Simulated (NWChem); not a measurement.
System: AlP$_{2}$H$_{5}$O; SMILES [OH][Al]([PH2])[PH2]

```xyz
9

Al     0.3589    -0.0141     0.0479
O      2.0658    -0.1422     0.1896
H      2.6661    -0.1505    -0.5659
P     -0.6758     0.2739    -2.0492
H      0.0465    -0.7809    -2.6831
H     -1.8014    -0.5424    -1.7344
P     -0.7614     0.2299     2.0904
H     -1.8513    -0.6202     1.7392
H     -0.0169    -0.7990     2.7366
```
Atoms are numbered in this order, from 1.

The geometry was optimised at B3LYP/6-31G* (spherical d).

Task: Give the principal values of the shielding tensors (ppm) of Al1, O2, P4, P7 from B3LYP/6-311G** (spherical d), GIAO (NWChem), with their diamagnetic and paramagnetic parts as GIAO splits them.

Result: 
```csv
atom,σ11,σ22,σ33,isotropic,diamagnetic,paramagnetic
Al1,224.2,339.2,393.4,318.9,795.6,-476.7
O2,125.3,271.0,296.0,230.7,387.2,-156.5
P4,514.2,596.5,634.8,581.8,967.5,-385.7
P7,518.0,601.9,643.6,587.8,967.4,-379.6
```
